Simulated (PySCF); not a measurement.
**Structure elucidation problem**

An unknown has the formula C7H11NP2. Its calculated NMR data are:

$^{1}$H NMR (600 MHz, computed): δ 10.57 (m, 1H), 7.42 (m, 1H), 3.39 (s, 6H), 2.98 (m, 3H).

$^{13}$C{$^{1}$H} NMR (computed): δ 195.7 (CH), 180.0 (C), 177.5 (C), 121.3 (CH), 44.7 (CH3, 2C), 29.8 (CH3).

All values are calculated (PySCF 2.14.0 with density-fitted response routines): PBE0/pcSseg-1 with gauge-including orbitals, geometry: GFN2-xTB. Isolated molecule, a single conformation, averaged over atoms made equivalent by symmetry, fast rotation or ring inversion, no relativistic terms.

Shifts are taken against calculated references (same method and geometry level): $^{1}$H (31.72 ppm), $^{13}$C (186.93 ppm) vs TMS.

Q: Deduce the structure.

A: 
6 carbon signals for 7 carbons: some carbons are equivalent by symmetry or fast rotation. Carbon types of the structure: 2 × C, 2 × CH, 3 × CH3, which accounts for all hydrogens. δC 195.7, 121.3: aromatic CH. δC 180.0: aromatic carbon bearing nitrogen; σ withdrawal by the attached heteroatom moves it downfield of the ring CH carbons. δC 177.5: substituted aromatic carbon. δC 44.7: methyl carbon bonded to N; pulled downfield by the heteroatom. δH 10.57, 7.42: hydrogen on an aromatic CH; ring-current deshielding. δH 3.39: hydrogen on a methyl carbon bonded to N; its carbon carries N, hence the downfield position. δH 2.98: hydrogen on a methyl carbon on an aromatic ring; benzylic-type position, deshielded by the ring.

The compound is `Cc1cc(N(C)C)pcp1`.

The shifts were computed for this structure.

Splittings by $^{31}$P in the carbon and heteronuclear signals aren't shown, as no couplings were computed. Shifts are as computed. Against solution values, carbons near 30 ppm lie about +3 ppm off and those near 130 ppm about +5 ppm. Of 1211 compounds with measured shifts, 218 miss one by over three times the rms of a fit or turn the order of signals round; such compounds aren't used in these exercises. Multiplicities follow the n + 1 count of equivalent neighbours, as no J values were calculated; m marks all less simple cases, F and P coupling included.
